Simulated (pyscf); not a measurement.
PySCF, gas phase, ωB97X-D3(BJ)/def2-SVP geometries. MP2 and CC: frozen core, UHF for open shells. ΔMP2 is the change of the MP2 total energy from the triple- to the quadruple-zeta basis. Singlets are restricted, triplets unrestricted.

Singlet (Å):
```xyz
5

S      0.5921    -1.3852    -0.2517
Ge    -0.0370     0.2548    -1.6208
S     -0.1083     1.8397    -0.0577
H      0.6330    -2.3384    -1.2040
H      0.2569     1.1093     1.0156
```

Triplet (Å):
```xyz
5

S      1.0518    -1.8566    -0.7074
Ge     0.6285     0.2806    -1.1625
S     -0.6745     1.4952     0.1719
H      0.0190    -2.3748    -1.4049
H      0.3076     1.9588     0.9732
```

Q: For these two minima of `[SH][Ge][SH]`, which spin state lies lower at CCSD(T)/def2-TZVPP + ΔMP2(QZVPP), and by how much (electronic energies)?

A: The singlet, by 49.8 kcal/mol. Zero-point energy shifts E(triplet) − E(singlet) by -0.5 kcal/mol. Other isomers of HS–Ge:–SH [singlet] were not searched in full and may lie lower. 

E(triplet) − E(singlet) by level (kcal/mol):

| level | gap |
|---|---|
| ωB97X-D3(BJ)/def2-TZVP | +50.2 |
| PBE/def2-TZVP | +46.5 |
| r²SCAN/def2-TZVP | +43.7 |
| B3LYP-D3(BJ)/def2-TZVP | +48.7 |
| PBE0-D3(BJ)/def2-TZVP | +45.3 |
| M06-2X/def2-TZVP | +42.5 |
| ωB97M-D3(BJ)/def2-TZVP | +49.8 |
| HF/def2-TZVP | +32.6 |
| MP2/def2-QZVPP | +50.3 |
| CCSD/def2-TZVPP | +45.8 |
| CCSD(T)/def2-TZVPP | +46.9 |
| CCSD(T)/def2-TZVPP + ΔMP2(QZVPP) | +49.8 |

The triplet is the lowest one reached from the SCF start used. The CCSD(T) − MP2 part came from Ansatz, without density fitting, on the same reference. The frozen core leaves the outer d or s,p core shells of the metals and heavy elements correlated in the MP2 and CC values, and def2-TZVPP describes them poorly, which can shift differences by a few kcal/mol. Elements up to Kr have no core potential and no relativistic terms here.
